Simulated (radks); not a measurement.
Species: Re V. Configuration: [Xe] 4f14 5d3. All-electron calculation, scalar-relativistic Kohn-Sham, PBE, spin-polarised, spherical densities, finite nucleus; open shells are filled with parallel spins first (spin-orbit coupling, left out, can overturn this in heavy ions); Fermi nuclear charge, rms radius 5.3698 fm. Program: a radial shooting solver on a logarithmic mesh with Libxc functionals.

Unscreened Slater integrals over Kohn-Sham orbitals (eV). They are taken over the spin-up orbitals.

\begin{tabular}{lr}
integral & value \\ \hline
F0(5d,5d) & 15.407 \\
F2(5d,5d) & 8.1698 \\
F4(5d,5d) & 5.4560 \\
F0(5d,4f) & 19.643 \\
F2(5d,4f) & 4.7707 \\
F4(5d,4f) & 2.2692 \\
G1(5d,4f) & 1.7794 \\
G3(5d,4f) & 1.5944 \\
G5(5d,4f) & 1.2541 \\
F0(5d,5p) & 17.374 \\
F2(5d,5p) & 8.7141 \\
G1(5d,5p) & 10.452 \\
G3(5d,5p) & 6.4994 \\
F0(5d,5s) & 18.076 \\
G2(5d,5s) & 6.8140 \\
F0(4f,4f) & 43.190 \\
F2(4f,4f) & 20.997 \\
F4(4f,4f) & 13.272 \\
F6(4f,4f) & 9.5765 \\
F0(4f,5p) & 25.187 \\
F2(4f,5p) & 8.0409 \\
G2(4f,5p) & 3.4377 \\
G4(4f,5p) & 2.8054 \\
F0(4f,5s) & 28.230 \\
G3(4f,5s) & 4.3214 \\
F0(5p,5p) & 20.613 \\
F2(5p,5p) & 11.165 \\
F0(5p,5s) & 21.961 \\
G1(5p,5s) & 14.700 \\
F0(5s,5s) & 23.712 \\
\end{tabular}

Derived for the open shells (J is the average intra-shell exchange parameter used in DFT+U). 5d: Racah B = F2/49 - 5 F4/441 = 0.1049 eV, C = 35 F4/441 = 0.4330 eV, C/B = 4.13, F4/F2 = 0.668, J = (F2 + F4)/14 = 0.9733 eV.
